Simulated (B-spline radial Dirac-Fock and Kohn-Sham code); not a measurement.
Electron momentum distribution of La⁴⁷⁺: Compton profiles

System: lanthanum as La⁴⁷⁺, configuration [He] 2s2 2p6.

The run's input, task.json:

```json
{"items": [{
  "Z": 57,
  "q": 47,
  "cfg": [[1, 0, 2], [2, 0, 2], [2, 1, 6]],
  "A": 139,
  "rrms": 4.855,
  "do": ["scatter"],
  "s": [0.0, 0.05, 0.1, 0.15, 0.2, 0.25, 0.3, 0.35, 0.4, 0.45, 0.5, 0.6, 0.7, 0.8, 0.9, 1.0, 1.1, 1.2, 1.4, 1.6, 1.8, 2.0, 2.5, 3.0, 3.5, 4.0, 5.0, 6.0],
  "pz": [0, 0.1, 0.15, 0.21, 0.31, 0.45, 0.66, 0.96, 1.4, 2.0, 3.0, 4.3, 6.3, 9.1, 13.0, 19.0, 28.0, 41.0, 60.0, 87.0, 130.0],
  "hv_scatter": [1000, 5000, 10000, 50000, 100000, 200000, 500000, 1000000]
}]}
```

Run with: `python xray_run.py task.json out`

These are calculated numbers from an atomic code on a B-spline grid; the model is the impulse approximation on Dirac-Fock densities. pz is in atomic units of momentum; subshell profiles are per electron, for a selection of subshells; open shells are spread over both j values by their weights.

```csv
pz,J total,J 1s1/2,J 2s1/2,J 2p1/2,J 2p3/2
6.3,0.2405,0.0135,0.0334,0.0236,0.0248
9.1,0.2082,0.0130,0.0225,0.0222,0.0232
13,0.1591,0.0121,0.0107,0.0187,0.0190
19,0.09557,0.0104,0.00275,0.0118,0.0114
28,0.04332,0.00766,0.00126,0.00461,0.00407
41,0.01633,0.00441,0.00103,0.00107,0.000827
60,0.005219,0.00182,0.000420,0.000159,0.000103
87,0.001393,0.000550,0.000107,1.95e-05,9.92e-06
130,0.0002720,0.000114,1.88e-05,1.90e-06,< 1e-6
```

Q: What is the peak value J(0), and which subshell contributes most to it?

A: J(0) = 0.2756. The 2p3/2 subshell gives the largest part, 37 %.

Mean momentum ⟨p⟩ by subshell (a.u.): 1s1/2 53.9, 2s1/2 19.6, 2p1/2 26.0, 2p3/2 24.4.
